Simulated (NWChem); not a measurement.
# BiF₂ cation; SMILES [F][Bi+][F]

```xyz
3

Bi     0.0000     0.0000     0.1949
F     -1.4676     0.0000    -1.1257
F      1.4676     0.0000    -1.1257
```
Atoms are numbered in this order, from 1.

Level: PBE0/def2-SVP with def2 effective core potentials on Bi (NWChem), optimised geometry, unscaled harmonic frequencies. def2 effective core potentials on Bi; no spin-orbit coupling.

Q: List the harmonic frequencies with IR intensities, and the thermochemistry.

A: 
| frequency (cm⁻¹) | IR intensity (km/mol) |
|---|---|
| 184 | 9.7 |
| 666 | 56.7 |
| 672 | 34.1 |

```
Property                                                                           Result
-----------------------------------------------------------------------  ----------------
zero-point energy                                                            2.2 kcal/mol
thermal correction to the enthalpy at 298.15 K (with zero-point energy)      5.1 kcal/mol
heat capacity Cv                                                          9.6 cal/(mol K)
entropy at 298.15 K and 1 atm (symmetry number 2)                        68.9 cal/(mol K)
```

Rigid rotor and harmonic oscillator.
